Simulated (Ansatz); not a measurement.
Species: CH5BN2, SMILES `N=BCN` (N–B–C–N torsion 0°, B–C–N–H torsion -58°) (charge 0, multiplicity 1).

Problem. Give a relaxed geometry from B3LYP-D3(BJ)/def2-TZVP in Ansatz (a program for electronic structure).

Solution. This is not unique; one that fits is the end point of this relaxation, one of several conformers (outside a Z-matrix the atoms follow the SMILES, hydrogens last).
Bonded distances (Å): N1–B2 1.238, N1–H5 0.991, B2–C3 1.551, C3–N4 1.480, C3–H6 1.093, C3–H7 1.093, N4–H8 1.014, N4–H9 1.014. Angles (°): B2–N1–H5 178.4, N1–B2–C3 176.8, B2–C3–N4 115.1, B2–C3–H6 109.9, B2–C3–H7 109.9, N4–C3–H6 108.2, N4–C3–H7 108.2, H6–C3–H7 105.1, C3–N4–H8 110.1, C3–N4–H9 110.1, H8–N4–H9 106.3.
